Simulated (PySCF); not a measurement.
Si(H)(Me)(OH)(NH2) (CH7NOSi), SMILES C[SiH](O)N.

Geometry: PBE-D3(BJ)/def2-SVP. The structure was generated by enumeration, and PubChem lists no compound with its InChIKey, so it may never have been made. One conformer was computed; it need not be the lowest.

Two levels are set side by side: TDA-PBE/def2-SVPD (PySCF) and TDA-B3LYP/def2-SVPD (PySCF). Vertical, same geometry. The lowest singlet is HOMO→LUMO 99 % with PBE and HOMO→LUMO 94 % with the other functional; states are paired by order. Differences are taken from unrounded values.

```json
[
 {"quantity": "lowest singlet excitation (eV)", "TDA-PBE": "5.88"},
 {"quantity": "lowest triplet excitation (TDA) (eV)", "TDA-PBE": "5.60"},
 {"quantity": "first bright state (f over 0.05) (eV)", "TDA-PBE": "7.44"},
 {"quantity": "its oscillator strength", "TDA-PBE": "0.07"}
]
```

Task: These are the TDA-PBE values. What does TDA-B3LYP give? (Estimate from the structure and the level; the computed values follow.)

Result: 
```csv
quantity,TDA-B3LYP,TDA-PBE minus TDA-B3LYP
lowest singlet excitation (eV),6.38,-0.50
lowest triplet excitation (TDA) (eV),6.04,-0.44
first bright state (f over 0.05) (eV),8.25,-0.81
its oscillator strength,0.05,0.02
```

Functionals without exact exchange tend to place singlet excitations lower, as here. Differences between two approximate levels are no errors against the true value.

Rough cost on one machine, each run with all the roots and properties that it gave: TDA-B3LYP against TDA-PBE about 2 times.
